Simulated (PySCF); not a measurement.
## Potential energy of CaS along the bond

Set-up: basis Ca def2-SVPD, S def2-SVPD; no relativity; PySCF 2.14. Energies in eV from Ca + S in their ground configurations at the same level. State: ¹Σ⁺ (singlet), closed shell.

All columns are LC-ωPBE. A positive dipole means Ca(−)S(+).

```json
{"R (Å)": "1.989", "E (eV)": "-2.396", "μ (D)": "-9.95", "Mulliken charge on Ca (basis-dependent)": "1.00", "HOMO (eV)": "-7.41", "LUMO (eV)": "-0.58", "Mayer bond order": "1.69", "⟨S²⟩": "0.00"}
{"R (Å)": "2.082", "E (eV)": "-3.046", "μ (D)": "-10.69", "Mulliken charge on Ca (basis-dependent)": "1.03", "HOMO (eV)": "-7.53", "LUMO (eV)": "-0.73", "Mayer bond order": "1.65", "⟨S²⟩": "0.00"}
{"R (Å)": "2.174", "E (eV)": "-3.400", "μ (D)": "-11.37", "Mulliken charge on Ca (basis-dependent)": "1.04", "HOMO (eV)": "-7.50", "LUMO (eV)": "-0.88", "Mayer bond order": "1.63", "⟨S²⟩": "0.00"}
{"R (Å)": "2.244", "E (eV)": "-3.516", "μ (D)": "-11.84", "Mulliken charge on Ca (basis-dependent)": "1.03", "HOMO (eV)": "-7.35", "LUMO (eV)": "-0.99", "Mayer bond order": "1.63", "⟨S²⟩": "0.00"}
{"R (Å)": "2.313", "E (eV)": "-3.534", "μ (D)": "-12.27", "Mulliken charge on Ca (basis-dependent)": "1.02", "HOMO (eV)": "-7.22", "LUMO (eV)": "-1.09", "Mayer bond order": "1.63", "⟨S²⟩": "0.00"}
{"R (Å)": "2.382", "E (eV)": "-3.475", "μ (D)": "-12.68", "Mulliken charge on Ca (basis-dependent)": "1.01", "HOMO (eV)": "-7.10", "LUMO (eV)": "-1.20", "Mayer bond order": "1.64", "⟨S²⟩": "0.00"}
{"R (Å)": "2.475", "E (eV)": "-3.306", "μ (D)": "-13.17", "Mulliken charge on Ca (basis-dependent)": "0.98", "HOMO (eV)": "-6.96", "LUMO (eV)": "-1.33", "Mayer bond order": "1.66", "⟨S²⟩": "0.00"}
{"R (Å)": "2.591", "E (eV)": "-2.995", "μ (D)": "-13.71", "Mulliken charge on Ca (basis-dependent)": "0.95", "HOMO (eV)": "-6.83", "LUMO (eV)": "-1.49", "Mayer bond order": "1.67", "⟨S²⟩": "0.00"}
{"R (Å)": "2.729", "E (eV)": "-2.538", "μ (D)": "-14.19", "Mulliken charge on Ca (basis-dependent)": "0.91", "HOMO (eV)": "-6.73", "LUMO (eV)": "-1.67", "Mayer bond order": "1.67", "⟨S²⟩": "0.00"}
{"R (Å)": "2.914", "E (eV)": "-1.880", "μ (D)": "-14.50", "Mulliken charge on Ca (basis-dependent)": "0.85", "HOMO (eV)": "-6.69", "LUMO (eV)": "-1.88", "Mayer bond order": "1.62", "⟨S²⟩": "0.00"}
```

A fit through these points gives, at Re = 2.292 Å, μ = -12.15 D and dμ/dR = -6.20 D/Å; the reduced mass is 17.76 u.

Task: How strong is the fundamental in the double-harmonic approximation, I = 42.26·(dμ/dR)²/μred km/mol?

Result: I = 42.26·(-6.20)²/17.76 = 91.5 km/mol at LC-ωPBE.
